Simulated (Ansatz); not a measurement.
```yaml
crystal:
  periodic: [false, false, false]
  atoms:
    - {symbol: N, position_ang: [-0.392935, 1.653258, 1.376537]}
    - {symbol: C, position_ang: [-0.507825, 0.803946, 0.200163]}
    - {symbol: C, position_ang: [0.447970, -0.375274, 0.298816]}
    - {symbol: Si, position_ang: [0.290391, -1.623243, -1.069206]}
    - {symbol: F, position_ang: [0.633818, -0.932024, -2.477628]}
    - {symbol: H, position_ang: [0.539589, 2.045731, 1.434442]}
    - {symbol: H, position_ang: [-1.036801, 2.432846, 1.318515]}
    - {symbol: H, position_ang: [-1.538052, 0.434658, 0.158192]}
    - {symbol: H, position_ang: [-0.328110, 1.335081, -0.747189]}
    - {symbol: H, position_ang: [1.486318, -0.021144, 0.323413]}
    - {symbol: H, position_ang: [0.281523, -0.898139, 1.249224]}
    - {symbol: H, position_ang: [-1.098102, -2.143197, -1.168173]}
    - {symbol: H, position_ang: [1.242416, -2.747201, -0.882404]}
basis:
  gaussian: {orbitals: x2c-TZVPPall}
magnetization: {spin_polarized: true, initial_magnetization: 2}
hamiltonian: {xc: {name: CAM-B3LYP}, dispersion: d3bj}
scf: {lower_state_search: light}
```

```sh
$ ansatz run in.yaml --threads 4 --pin off --events-out ev --progress --plain --max-ram 10444MiB
```

Output, abridged:

```
Functional definition: CAM-B3LYP
1445 factors; their error is unknown
375 factors; integrals over basis functions are off by at most 1.2e-5 eV
mean field evaluation 1: about -14295.8126 eV, gradient 4.5e1 eV
mean field evaluation 2: about -14290.5806 eV, gradient 5.7e1 eV
mean field evaluation 4: about -14303.9590 eV, gradient 8.0e0 eV
mean field evaluation 8: about -14304.2901 eV, gradient 3.9e-1 eV
mean field evaluation 16: about -14304.8408 eV, gradient 1.9e0 eV
mean field evaluation 32: about -14305.5633 eV, gradient 2.1e0 eV
mean field -14305.70474432 eV, -525.7249525989 hartree, gradient 2.1e-5 eV, S^2 2.004035; 4 other end points of the search recorded, 0 dependent functions left out
reference -14305.70488094 eV, -525.7249576196 hartree; 26, 24 occupied and 252, 254 virtual orbitals, 1445 factors
Total energy: -14305.90191180 eV, -525.7321983700 hartree
Relativity: scalar
```

Hardware: 4 threads of an Arm Neoverse V2 on a shared host. Wall time 13 s, peak host memory 1.1 GiB.
